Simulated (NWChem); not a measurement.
Molecule: Si$_{2}$H$_{4}$, singlet; SMILES [SiH3][SiH]

Computed with NWChem. Low-valent species are run as closed-shell singlets; no triplet was tried in these runs. Structure relaxed at the PBE0/def2-SVP level. Level: PBE0/aug-cc-pVDZ; rows give the wavelength of the field.

For field 1065 nm:

```
Property                          Value
--------------------------------  -----
isotropic polarisability (bohr³)   71.0
```

Q: How do the values read with field static instead?

A: The isotropic polarisability (bohr³) is 69.2.
